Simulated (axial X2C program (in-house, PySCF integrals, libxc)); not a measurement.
## Potential curves of LiIn, 2c

Calculated with an in-house all-electron X2C program for linear molecules (integrals from PySCF). Two-component (2c) means X2C with spin–orbit coupling and atomic mean-field two-electron Coulomb and Gaunt terms. Basis: In dyall-cv3z [11s12p9d4f1g], Li dyall-cv3z [7s8p2d] (cores contracted in-house); Gaussian nuclei, density fitting, unrestricted open shells. Masses: In 114.904 u, Li 7.016 u.

State: Ω = 0 (closed shell). Energies in eV from the fragments at the same level (In + Li). Fits are polynomials in 1 − R0/R over 0.85 to 1.23 times the lowest point R0.

```tsv
R (Å)	CCSD	MP2
2.6039		-0.4931
2.7236	-0.7380	-0.5847
2.8134	-0.7807	-0.6248
2.9032	-0.8030	-0.6447
2.9930	-0.8084	-0.6481
3.0978	-0.7976	-0.6351
3.2025	-0.7724	-0.6074
3.3372	-0.7243	-0.5556
3.5018		-0.4746
3.7412		-0.3362
```

Correlated methods: 14 electrons correlated (number of frozen shells: In 4 s, 3 p, 1 d; Li 1 s), 234 virtual spin orbitals or spinors in MP2.

Occupations by symmetry block were frozen at the best pattern of an incomplete PBE0 search. The closed shell is kept restricted, so the energy runs too high when the bond is stretched far. Dissociation energies refer to the lowest single-determinant-based atoms at the same level and basis. CCSD ran in a truncated set of natural virtual spinors with an MP2 remainder; without triples it tends to underbind. PBE0 can misorder states that lie within some tenths of an eV, so this need not be the ground state of the molecule. The nearest other 2c determinant of the search, Ω = 2, lies 0.33 eV up at the distance of the search. Coupled cluster ran on the points near the minimum only. MP2 and coupled cluster on one determinant become unreliable at the stretched end.

Fit the CCSD curve near its minimum: give the equilibrium distance, the harmonic wavenumber and the well depth.

At CCSD, 2c: Re = 2.980 Å, ωe ≈ 268 cm⁻¹, De = 0.81 eV to In + Li; Be follows as 0.287 cm⁻¹.

Fit the MP2 curve near its minimum: give the equilibrium distance, the harmonic wavenumber and the well depth.

At MP2, 2c: Re = 2.968 Å, ωe ≈ 270 cm⁻¹, De = 0.65 eV to In + Li; Be follows as 0.289 cm⁻¹.
